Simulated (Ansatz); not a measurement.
Ansatz (a quantum-chemistry and plane-wave program) input (B3LYP-D3(BJ)/def2-TZVP):

Ansatz 0.2 input:
```yaml
crystal:
  periodic: [false, false, false]
  atoms:
    - {symbol: In, position_ang: [0.80046295, 0.42033003, 0.26179448]}
    - {symbol: Br, position_ang: [-0.75480757, 1.49047192, -1.57338528]}
    - {symbol: Br, position_ang: [-0.07706029, -1.85007759, 1.26429861]}
basis:
  gaussian:
    orbitals: def2-TZVP
hamiltonian:
  xc: b3lyp
  dispersion: d3bj
magnetization: {spin_polarized: true, initial_magnetization: 1}
relax: {f_tol: 0.002, max_steps: 150}
```

Output:

```
Functional definition: B3LYP
integrals: 0.11 GiB planned
1209 factors; integrals over basis functions are off by at most 1.8e-4 eV
mean field: 1.49 GiB planned
mean field evaluation 1: about -145271.1723 eV, gradient 1.4e1 eV
mean field evaluation 2: about -145268.5277 eV, gradient 2.6e1 eV
mean field evaluation 4: about -145272.5612 eV, gradient 6.9e-1 eV
mean field evaluation 8: about -145272.5737 eV, gradient 2.4e-2 eV
mean field evaluation 16: about -145272.5737 eV, gradient 2.2e-5 eV
mean field -145272.57365690 eV, -5338.6686126039 hartree, gradient 2.2e-5 eV, S^2 0.754562; 0 other end points of the search recorded, 0 dependent functions left out
the calculation of the forces begins
reference -145272.57388728 eV, -5338.6686210701 hartree; 46, 45 occupied and 100, 101 virtual orbitals, 1209 factors
relax step   1: F+E_penalty+E_count = -145272.75556522 eV  Δ(F+E_penalty+E_count) = +0.000e0 eV  max|allowed force component| = 6.590e-1 eV/Å  Δτ_max = 0.0000 Å  (33 SCF iters, accepted)
these checks for a lower state are left out or cut short: starts, cluster_reference, orbital_swaps, neighbouring_geometries, increment
integrals: 0.11 GiB planned
1209 factors; integrals over basis functions are off by at most 1.9e-4 eV
mean field: 1.49 GiB planned
mean field -145272.64062456 eV, -5338.6710736200 hartree, gradient 1.9e-5 eV, S^2 0.753701; 0 other end points of the search recorded, 0 dependent functions left out
the calculation of the forces begins
reference -145272.64085303 eV, -5338.6710820163 hartree; 46, 45 occupied and 100, 101 virtual orbitals, 1209 factors
relax step   2: F+E_penalty+E_count = -145272.82405064 eV  Δ(F+E_penalty+E_count) = -6.849e-2 eV  max|allowed force component| = 6.187e-2 eV/Å  Δτ_max = 0.0911 Å  (35 SCF iters, accepted)
these checks for a lower state are left out or cut short: starts, cluster_reference, orbital_swaps, neighbouring_geometries, increment
integrals: 0.11 GiB planned
1209 factors; integrals over basis functions are off by at most 1.9e-4 eV
mean field: 1.50 GiB planned
mean field evaluation 32: about -145272.6420 eV, gradient 1.4e-5 eV
mean field -145272.64196027 eV, -5338.6711227065 hartree, gradient 1.4e-5 eV, S^2 0.753656; 0 other end points of the search recorded, 0 dependent functions left out
the calculation of the forces begins
reference -145272.64218869 eV, -5338.6711311008 hartree; 46, 45 occupied and 100, 101 virtual orbitals, 1209 factors
relax step   3: F+E_penalty+E_count = -145272.82489057 eV  Δ(F+E_penalty+E_count) = -8.399e-4 eV  max|allowed force component| = 1.083e-2 eV/Å  Δτ_max = 0.0190 Å  (35 SCF iters, accepted)
these checks for a lower state are left out or cut short: starts, cluster_reference, orbital_swaps, neighbouring_geometries, increment
integrals: 0.11 GiB planned
1209 factors; integrals over basis functions are off by at most 1.9e-4 eV
mean field: 1.49 GiB planned
mean field -145272.64241388 eV, -5338.6711393765 hartree, gradient 1.5e-5 eV, S^2 0.753677; 0 other end points of the search recorded, 0 dependent functions left out
the calculation of the forces begins
reference -145272.64264239 eV, -5338.6711477740 hartree; 46, 45 occupied and 100, 101 virtual orbitals, 1209 factors
relax step   4: F+E_penalty+E_count = -145272.82495946 eV  Δ(F+E_penalty+E_count) = -6.889e-5 eV  max|allowed force component| = 5.214e-4 eV/Å  Δτ_max = 0.0072 Å  (28 SCF iters, accepted)
integrals: 0.11 GiB planned
1209 factors; integrals over basis functions are off by at most 1.9e-4 eV
mean field: 1.49 GiB planned
mean field -145272.64241388 eV, -5338.6711393765 hartree, gradient 1.5e-5 eV, S^2 0.753677; 1 other end points of the search recorded, 0 dependent functions left out
the calculation of the forces begins
reference -145272.64264239 eV, -5338.6711477740 hartree; 46, 45 occupied and 100, 101 virtual orbitals, 1209 factors
Total energy: -145272.82518797 eV, -5338.6778562002 hartree
Atom 0 at     0.701479     0.371599     0.227841 Å, force    -0.000521    -0.000264    -0.000174 eV/Å
Atom 1 at    -0.705096     1.513946    -1.555624 Å, force     0.000303    -0.000089     0.000273 eV/Å
Atom 2 at    -0.027788    -1.824821     1.280491 Å, force     0.000218     0.000352    -0.000099 eV/Å
Dipole moment:     0.423713     0.209110     0.144980 e Å
```

It need not be the lowest isomer of its formula.
